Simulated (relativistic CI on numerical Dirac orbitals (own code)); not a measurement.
# Energy levels of Tb LIV

These numbers are calculated, not measured: Dirac-Coulomb-Breit CI, separate exchange-only KLI orbitals for each configuration, model QED, unscaled Slater integrals (own radial code, finite nucleus).

CI space (outside the closed core [Ne]): 3s2, 3s.3p, 3p2, 3s.3d, 3d2, 3p.3d, 3p.4s, 3d.4s, 3s.4s, 3s.4p, 3s.4d, 3s.4f, 3s.5s, 3s.5p, 3s.5d, 4s2. Levels of other configurations are missing.

| No. | Configuration | Term | J | E (Ry) | % | Landé g | Lifetime (s) | jj configuration (%) |
| --- | --- | --- | --- | --- | --- | --- | --- | --- |
| 1 | 3s2 | 1S | 0 | 0.0000 | 99 |  |  | closed (99) |
| 2 | 3s.3p | 3P° | 0 | 8.3595 | 100 |  |  | 3s 3p1/2 (100) |
| 3 | 3s.3p | 3P° | 1 | 9.2986 | 75 | 1.364 | 8.18e-11 | 3s 3p1/2 (99) |
| 4 | 3p2 | 3P | 0 | 20.1012 | 70 |  | 9.97e-12 | 3p1/2^2 (99) |
| 5 | 3s.3p | 3P° | 2 | 23.0795 | 100 | 1.490 | 2.85e-08 | 3s 3p3/2 (100) |
| 6 | 3s.3p | 1P° | 1 | 25.4763 | 75 | 1.113 | 1.07e-12 | 3s 3p3/2 (98) |
| 7 | 3p2 | 1D | 2 | 33.8496 | 57 | 1.135 | 4.13e-12 | 3p1/2 3p3/2 (85) |
| 8 | 3p2 | 3P | 1 | 33.9449 | 100 | 1.491 | 1.43e-12 | 3p1/2 3p3/2 (100) |
| 9 | 3s.3d | 3D | 1 | 36.5059 | 100 | 0.490 | 1.59e-12 | 3s 3d3/2 (100) |
| 10 | 3s.3d | 3D | 2 | 37.1623 | 78 | 1.141 | 1.10e-12 | 3s 3d3/2 (84) |
| 11 | 3s.3d | 3D | 3 | 39.8450 | 100 | 1.324 | 6.49e-12 | 3s 3d5/2 (100) |
| 12 | 3s.3d | 1D | 2 | 40.9724 | 72 | 1.059 | 3.49e-12 | 3s 3d5/2 (88) |
| 13 | 3p.3d | 3F° | 2 | 45.5430 | 76 | 0.750 | 2.45e-11 | 3p1/2 3d3/2 (100) |
| 14 | 3p.3d | 3D° | 1 | 47.7117 | 55 | 0.806 | 1.15e-12 | 3p1/2 3d3/2 (99) |
| 15 | 3p2 | 3P | 2 | 49.2451 | 60 | 1.291 | 7.62e-13 | 3p3/2^2 (97) |
| 16 | 3p.3d | 3P° | 2 | 50.0461 | 47 | 1.269 | 5.24e-12 | 3p1/2 3d5/2 (100) |
| 17 | 3p.3d | 3F° | 3 | 50.1781 | 56 | 1.107 | 8.23e-12 | 3p1/2 3d5/2 (98) |
| 18 | 3p2 | 1S | 0 | 50.3766 | 69 |  | 7.93e-13 | 3p3/2^2 (99) |
| 19 | 3p.3d | 3D° | 2 | 61.0544 | 50 | 1.023 | 8.28e-13 | 3p3/2 3d3/2 (98) |
| 20 | 3p.3d | 3P° | 0 | 61.7090 | 100 |  | 7.76e-13 | 3p3/2 3d3/2 (100) |
| 21 | 3p.3d | 3F° | 3 | 61.7288 | 44 | 1.110 | 8.94e-13 | 3p3/2 3d3/2 (93) |
| 22 | 3p.3d | 3P° | 1 | 61.7518 | 62 | 1.129 | 7.85e-13 | 3p3/2 3d3/2 (99) |
| 23 | 3p.3d | 3F° | 4 | 63.6509 | 100 | 1.241 | 1.85e-12 | 3p3/2 3d5/2 (100) |
| 24 | 3p.3d | 3P° | 2 | 64.4485 | 49 | 1.252 | 1.30e-12 | 3p3/2 3d5/2 (98) |
| 25 | 3p.3d | 3D° | 3 | 65.7243 | 54 | 1.170 | 1.22e-12 | 3p3/2 3d5/2 (94) |
| 26 | 3p.3d | 1P° | 1 | 66.5218 | 68 | 1.037 | 1.11e-12 | 3p3/2 3d5/2 (98) |
| 27 | 3d2 | 3F | 2 | 73.8253 | 77 | 0.746 | 8.47e-13 | 3d3/2^2 (99) |
| 28 | 3d2 | 3P | 0 | 75.4665 | 76 |  | 7.44e-13 | 3d3/2^2 (97) |
| 29 | 3d2 | 3F | 3 | 76.8959 | 100 | 1.074 | 1.39e-12 | 3d3/2 3d5/2 (100) |
| 30 | 3d2 | 3P | 2 | 77.6969 | 49 | 1.176 | 1.23e-12 | 3d3/2 3d5/2 (99) |

Energies count from the lowest computed level; ° marks odd parity; lifetimes are radiative, by E1, M1, E2, M2 decay to levels of this space only; some are left blank where a channel outside the calculation adds to the decay or the decay crosses a small, uncertain gap. Filled j subshells are mostly left out of the jj labels.

The mean weight of the leading LS term, summed over parents, in these 30 levels is 74 %, and that of the leading jj configuration (from the same eigenvectors) 97 %, so jj coupling describes them better and the LS labels are nominal.

At this charge energies of transitions that change n are usually good to better than 1 %, and those within a shell (Δn = 0) to a few per cent.

LS names give the leading component of a level, which can be under half, so a name can repeat, a term be missing and a line seem to break the LS rules.
